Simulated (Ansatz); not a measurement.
One change: `[CH3][SnH]([NH2])[Cl]` becomes `[CH3][SnH]([NH2])[F]`.

Ansatz, PBE0-D4/def2-TZVP geometries, multiplicity 1. Each molecule was computed in one conformer, which needn't be the lowest.

Elements past krypton have def2 core potentials.

| property | `[CH3][SnH]([NH2])[Cl]` |
| --- | --- |
| ideal-gas entropy at 298 K and 1 bar (rigid rotor, harmonic PBE0-D4/def2-TZVP) / J/(mol·K) | 377 |
| size of the dipole moment (ωB97M-V/def2-TZVPP) / D | 3.91 |
| LUMO energy (B3LYP/def2-TZVPP) / eV | -0.54 |
| zero-point energy (PBE0-D4/def2-TZVP) / kJ/mol | 181.2 |
| LUMO energy (ωB97M-V/def2-TZVPP) / eV | 1.50 |
| HOMO–LUMO gap (PBE0/def2-TZVPP) / eV | 7.23 |

Task: Give the same properties after the change, and the shifts. (An estimate is asked.)

Result: The calculation gave: 
```json
{"property": "ideal-gas entropy at 298 K and 1 bar (rigid rotor, harmonic PBE0-D4/def2-TZVP) / J/(mol·K)", "`[CH3][SnH]([NH2])[F]`": "364", "shift": "-13"}
{"property": "size of the dipole moment (ωB97M-V/def2-TZVPP) / D", "`[CH3][SnH]([NH2])[F]`": "3.97", "shift": "0.06"}
{"property": "LUMO energy (B3LYP/def2-TZVPP) / eV", "`[CH3][SnH]([NH2])[F]`": "-0.40", "shift": "0.14"}
{"property": "zero-point energy (PBE0-D4/def2-TZVP) / kJ/mol", "`[CH3][SnH]([NH2])[F]`": "183.2", "shift": "2.0"}
{"property": "LUMO energy (ωB97M-V/def2-TZVPP) / eV", "`[CH3][SnH]([NH2])[F]`": "1.52", "shift": "0.02"}
{"property": "HOMO–LUMO gap (PBE0/def2-TZVPP) / eV", "`[CH3][SnH]([NH2])[F]`": "7.41", "shift": "0.18"}
```

Dipoles are sizes alone; their direction can turn.

B3LYP here is the variant with VWN-RPA as its local correlation; programs differ in this.
